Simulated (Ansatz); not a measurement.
Two isomers of C2H8AlNSi: A = `C=CN[SiH2][AlH2]`, B = `[CH3][Al]1[NH][SiH]1C`.

Gas-phase electronic energies from Ansatz, PBE0-D4/def2-TZVP geometries. CBS: MP2 limit from def2 TZ/QZ plus the TZ coupled-cluster correction, frozen cores. Functionals use def2-TZVPP. One conformer a species, not always the lowest.

A:

Z-matrix (Å, degrees):
```
C
Al 1 2.200
C 1 1.396 2 98.9
H 1 1.089 2 91.8 3 117.9
H 1 1.084 2 114.5 3 -124.7
Si 2 2.493 1 78.5 3 -50.9
H 2 1.594 1 108.3 3 -171.7
H 2 1.600 1 108.6 3 55.7
N 3 1.322 1 122.5 2 55.9
H 3 1.089 1 120.1 2 -118.1
H 6 1.493 2 130.2 1 140.8
H 6 1.497 2 119.4 1 -69.5
H 9 1.008 3 116.4 1 -178.5
```

B:

```xyz
13

C    -0.722   -2.072   -2.109
Al   -0.307   -0.559   -0.957
N    -1.157    0.376    0.295
Si    0.384    1.233    0.321
C     1.327    1.227    1.942
H    -1.715   -2.474   -1.889
H     0.009   -2.875   -1.981
H    -0.699   -1.776   -3.161
H    -2.001    0.544    0.821
H     0.309    2.666   -0.108
H     0.813    1.845    2.685
H     2.327    1.647    1.799
H     1.432    0.218    2.343
```

(1) Which is lower in electronic energy at CCSD(T)/CBS, and by how much? (Best estimate.)

(2) Give E(B) − E(A) in kJ/mol with HF/def2-TZVPP, CCSD/def2-TZVPP, PBE0-D4, ωB97M-V, CCSD(T)/def2-TZVPP, r2SCAN-D4, B2PLYP. (Estimate.)

Largest T1 diagnostic: 0.016.

## Answers

(1) Computed: B, by 117.9 kJ/mol.

(2) Computed: HF/def2-TZVPP -97.5, CCSD/def2-TZVPP -115.5, PBE0-D4 -108.6, ωB97M-V -112.9, CCSD(T)/def2-TZVPP -113.1, r2SCAN-D4 -114.4, B2PLYP -117.5. None reverses the order clearly.

The D4 term adds +10.9 kJ/mol with B3LYP and +5.5 kJ/mol with PBE0; it sums over pairs of atoms, weighted by their polarisabilities, and B3LYP, whose exchange is more repulsive, gets the larger term. In def2-TZVPP, CCSD(T) changes the Hartree–Fock value by −15.7 kJ/mol (the triples alone add +2.3 kJ/mol) and MP2 by −29.9 kJ/mol.

B3LYP here is the variant with VWN-RPA as its local correlation; programs differ in this.
